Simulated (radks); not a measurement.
The numbers below are computed, except where a source is named.
Valence configurations of Sc+ (all share [Ar]). Code: a radial shooting solver on a logarithmic mesh with Libxc functionals. Model: scalar-relativistic Kohn-Sham, PBE, spin-polarised, spherical densities, finite nucleus; open shells are filled with parallel spins first; Fermi nuclear charge, rms radius 3.5459 fm. Energies are relative to 3d1 4s1; eigenvalues in eV for spin up.

| valence | E (eV) | moment (Bohr magnetons) | e(3d) | e(4p) | e(4s) |
|---|---|---|---|---|---|
| 3d1 4s1 | 0.000 | 2 | -10.436 | - | -10.234 |
| 3d2 | 0.596 | 2 | -7.435 | - | - |
| 3d0.5 4s1.5 | 0.868 | 1 | -12.202 | - | -10.782 |
| 3d1 4s0.5 4p0.5 | 1.761 | 2 | -10.931 | -6.996 | -10.521 |
| 4s2 | 2.089 | 0 | - | - | -11.305 |
| 3d0.5 4s1 4p0.5 | 2.211 | 2 | -12.783 | -7.629 | -11.369 |
| 3d1 4p1 | 3.522 | 2 | -11.414 | -7.281 | - |
| 3d0.5 4s0.5 4p1 | 4.080 | 2 | -13.269 | -7.895 | -11.632 |
| 4s1 4p1 | 5.190 | 2 | - | -8.515 | -12.484 |
| 4s0.5 4p1.5 | 7.174 | 2 | - | -8.755 | -12.722 |

NIST lists [Ar] 3d1 4s1 as the ground configuration; this level of theory agrees among the configurations tried. The energies are those of spherical high-spin densities, not of single terms.
